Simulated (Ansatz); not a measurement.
`FCOBO[SiH3]` + `[OH][Sc]([F])[Cl]` → `[F][Sc]([Cl])[O][SiH3]` + `OBOCF`  (ligand exchange at the Si–O bond)

Computed with Ansatz on PBE0-D4/def2-TZVP structures; ΔE is electronic, products minus reactants. CCSD(T)/CBS is the MP2 limit (def2-TZVPP, def2-QZVPP) plus CCSD(T) − MP2 in def2-TZVPP, frozen cores. Functionals use def2-TZVPP. For Sc outer-core shells are correlated without core-valence functions, which leaves a few kJ/mol of doubt a bond. Scalar relativity is left out up to krypton. One conformer a species, not always the lowest.

Problem. Is it downhill or uphill in electronic energy at CCSD(T)/CBS, and by how much? (Estimate.)

Solution. Ansatz gave: Downhill: ΔE = -5.8 kcal/mol.

Problem. What do these levels give: r2SCAN-D4, r2SCAN0-D4, ωB97X-V, r2SCAN, CAM-B3LYP, CCSD/CBS(def2)? (An estimate is asked.)

Solution. Ansatz gave: r2SCAN-D4 -5.5, r2SCAN0-D4 -5.4, ωB97X-V -4.9, r2SCAN -5.6, CAM-B3LYP -5.1, CCSD/CBS(def2) -5.8 kcal/mol.

Largest T1 diagnostic among the species: 0.016.

Leaving LDA and LC-ωPBE aside and taking each functional with its dispersion term where it has one, the values, not all of them listed here, spread over 0.9 kcal/mol, from B97M-V to CAM-B3LYP-D4. LDA lies +0.8 kcal/mol from PBE without D4. At CCSD(T), def2-SVP lies −2.3 kcal/mol from the extrapolated value and def2-TZVPP +0.2 kcal/mol.
